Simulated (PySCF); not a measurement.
**Field gradients at the hydrogen positions**

Species: C7H7P.
Cartesian coordinates in Å at the GFN2-xTB level; atoms count from 1:
```xyz
15
C7H7P angstrom
C      3.505   -0.090   -0.482
C      2.342    0.082   -0.733
P      0.680    0.391   -1.261
C     -0.057   -1.180   -0.713
C     -1.200   -1.217   -0.045
C     -1.951    0.011    0.381
C     -1.026    1.126    0.776
C      0.133    1.361    0.178
H      4.511   -0.254   -0.223
H      0.463   -2.082   -1.006
H     -1.638   -2.164    0.244
H     -2.585    0.350   -0.448
H     -2.616   -0.231    1.213
H     -1.347    1.734    1.611
H      0.781    2.171    0.486
```

Level: PBE0/pcSseg-1 (PySCF, non-relativistic); Q(2H) = 0.00286 b; rigid geometry, the same for H and D, with no vibrational averaging.

Question: Rank these positions by the coupling χzz of a deuteron there, largest first.
A. H9 (alkyne hydrogen)
B. H13 (methylene hydrogen)
C. H15 (vinylic hydrogen)

Answer: A (263 kHz), C (220 kHz), B (203 kHz).

What are Vzz, η and χzz (234.96 MHz × Q × Vzz) at all hydrogens?

```csv
atom,bonded to,bond length (Å),Vzz (au),η,χzz (kHz)
H9,C1,1.051,0.3906,0.02,263
H10,C4,1.082,0.3277,0.07,220
H11,C5,1.082,0.3251,0.06,218
H12,C6,1.097,0.2964,0.00,199
H13,C6,1.092,0.3015,0.04,203
H14,C7,1.082,0.3254,0.06,219
H15,C8,1.082,0.3277,0.07,220
```

A static deuteron (I = 1) shows a doublet split by (3/2)χ, (3/4)χ(1 + η) and (3/4)χ(1 − η) with the field along z, y and x of the gradient. What are these for H12?

With |χ| = 199.2 kHz and η = 0.004: 299, 150 and 149 kHz, to first order and without motion.

The structure is a single GFN2-xTB conformer in the gas phase; no vibrational or solvent corrections. GFN2-xTB bond lengths can be off by several hundredths of an ångström, more for odd bonds, and the gradients follow them. The basis is small and wasn't made for field gradients, so the couplings can be 20 % off.
